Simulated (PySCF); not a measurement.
Two species compared at the same levels of theory.

First species: sulfuryl chloride, Cl₂O₂S.
SMILES: `O=S(=O)(Cl)Cl`

Second species: C₆H₅Cl.
SMILES: `ClC=C1C=CC=C1`

Levels: CAM-B3LYP/def2-SVPD for dipole moment, HOMO energy, LUMO energy, HOMO–LUMO gap, static isotropic polarisability and electronic spatial extent ⟨r²⟩ about the centre of nuclear charge; TDDFT CAM-B3LYP/def2-SVPD for lowest singlet excitation; TDA CAM-B3LYP/def2-SVPD for lowest triplet excitation (Tamm–Dancoff); GFN2-xTB for rotational constant A and rotational constant C. Geometries: GFN2-xTB. All species are isolated and taken at one optimised geometry, non-relativistic unless stated. Electronic properties by PySCF.

(1) Which has the higher HOMO–LUMO gap?

(2) Which has the higher rotational constant A?

(3) Which has the higher HOMO energy?

(4) Which of the two has the higher T1 energy, and by how much?

(5) Which of the two has the higher static isotropic polarisability, and by how much?

(6) Which of the two has the higher dipole moment, and by how much?

(7) Which of the two has the higher rotational constant C, and by how much?

(8) Which of the two has the higher ⟨r²⟩, and by how much?

## Answers

(1) The first: 8.90 eV against 6.69 eV, a difference of 2.21 eV.

(2) The second: 7.196 GHz against 3.440 GHz, a difference of 3.756 GHz.

(3) The second: -7.85 eV against -11.45 eV, a difference of 3.60 eV.

(4) The first: 4.41 eV against 2.28 eV, a difference of 2.13 eV.

(5) The second: 86.6 au against 57.4 au, a difference of 29.2 au.

(6) The first: 1.93 D against 0.90 D, a difference of 1.03 D.

(7) The first: 1.860 GHz against 1.088 GHz, a difference of 0.772 GHz.

(8) The second: 995 bohr² against 671 bohr², a difference of 324 bohr².

On the first: The vertical singlet–triplet gap S1 − T1 is 0.57 eV (TDDFT singlet less Tamm–Dancoff triplet; S1: HOMO−1→LUMO, weight 0.97; T1: HOMO−2→LUMO, weight 0.94). No computed singlet falls in the visible range (750 to 380 nm, 1.65 to 3.26 eV); S1 lies 1.72 eV above its blue end.

On the second: In wavenumbers S1 is 27600 cm⁻¹ (1 eV = 8065.54 cm⁻¹). The dipole equals about 3.0 × 10⁻³⁰ C·m (1 D = 3.33564 × 10⁻³⁰ C·m).
